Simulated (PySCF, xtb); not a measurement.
ClFH₅NSi₂, SMILES [SiH2](N)[Si@@H](Cl)F. The values are those of a single conformer.

Harmonic wavenumbers (cm⁻¹) from GFN2-xTB (xtb) at its own minimum, in rising order: 23, 83, 136, 169, 178, 201, 396, 434, 496, 535, 614, 630, 686, 719, 762, 772, 808, 902, 1521, 2213, 2229, 2252, 3475, 3509.

### Question
What does PBE0-D3(BJ)/def2-SVP run with PySCF 2.14.0 give at its own minimum? (The exact figures need the calculation; the answer reports its results.)

### Answer
48, 66, 152, 167, 189, 251, 390, 417, 481, 562, 691, 759, 821, 839, 871, 894, 904, 912, 1545, 2224, 2235, 2241, 3610, 3709. Paired by order, the mean absolute difference is 57 cm⁻¹ and the zero-point energies are 33.9 and 35.7 kcal/mol.
